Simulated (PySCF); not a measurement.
# One molecule, several mistakes: BCGeH6Si cation

All numbers below are calculated, not measured. They come from PySCF 2.14.0, an open-source quantum chemistry program, on an isolated molecule that a program drew, which may never have been made. The molecule is BCGeH6Si cation (charge +1, singlet), drawn as the SMILES string `[BH2][GeH+][SiH]=C`.

Each row is a Hartree-Fock (HF) and frozen-core CCSD(T) single point in the cc-pV(D+d)Z basis, meant for a local HF minimum. Run 1 is clean. Each other run has one planted mistake out of seven kinds, and not every kind appears here: one electron removed, one electron added, multiplicity raised by two, geometry at a saddle point, minimal basis STO-3G, one bond length entered in bohr, all coordinates scaled. The reference is restricted for singlets and unrestricted otherwise, and also for a bond in bohr. Adding or removing an electron swaps singlet and doublet. Electrons count all cores. HOMO and LUMO are orbital energies over both spins, the gradient is its largest component, and the lowest frequency (negative if imaginary) is given only where the gradient is small. Bond lengths are over the 9 bonds as drawn. T1 is the CCSD diagnostic: over 0.02 (restricted) or 0.045 (unrestricted) a single reference is doubtful. Germanium has the cc-pVDZ-PP basis, with a core potential (ECP10MDF) in place of its 10 inner electrons, and its 3s, 3p and 3d shells are frozen in CCSD(T).

Geometry of the clean run:
```xyz
10
BCGeH6Si cation, angstrom
B    -0.4120    1.0619    2.7244
Ge    0.6556    0.2939    1.1104
Si    0.2396   -1.5300   -0.2781
C     1.4914   -1.6644   -1.4430
H    -1.2373    1.8896    2.5042
H    -0.1586    0.6460    3.8095
H     1.9427    1.0156    0.7302
H    -0.9401   -2.3737   -0.1011
H     2.3215   -0.9673   -1.4689
H     1.5214   -2.4387   -2.2034
```

| run | electrons | basis functions | <S^2> | HOMO (eV) | LUMO (eV) | gradient (hartree/bohr) | lowest frequency (cm^-1) | mean bond (Å) | longest bond (Å) | T1 | HF (hartree) | CCSD(T) (hartree) | mistake |
|---|---|---|---|---|---|---|---|---|---|---|---|---|---|
| 1 | 62 | 104 | 0.000 | -13.29 | -5.41 | 2.0e-05 | 57 | 1.5179 | 2.330 | 0.0174 | -648.01588 | -648.47724 | no fault |
| 2 | 61 | 104 | 0.755 | -21.19 | -11.65 | 3.4e-02 | - | 1.5179 | 2.330 | 0.0148 | -647.57336 | -647.97577 | one electron removed |
| 3 | 62 | 104 | 1.698 | -13.07 | -5.20 | 1.3e-02 | - | 1.6874 | 3.241 | 0.0325 | -647.88063 | -648.28853 | one bond length entered in bohr |
| 4 | 62 | 104 | 0.000 | -12.69 | -5.35 | 3.4e-02 | - | 1.6150 | 2.479 | 0.0193 | -647.98366 | -648.45830 | ? |

**Which mistake was planted in run 4, and what did it cost?**

The mean and the longest bond both change by the same factor, 1.064, and the gradient is no longer small. So the mistake is: all coordinates scaled. Subtracting run 1 and multiplying by 627.51 kcal/mol a hartree, the energy moved by 20.2 kcal/mol in HF and 11.9 kcal/mol in CCSD(T).

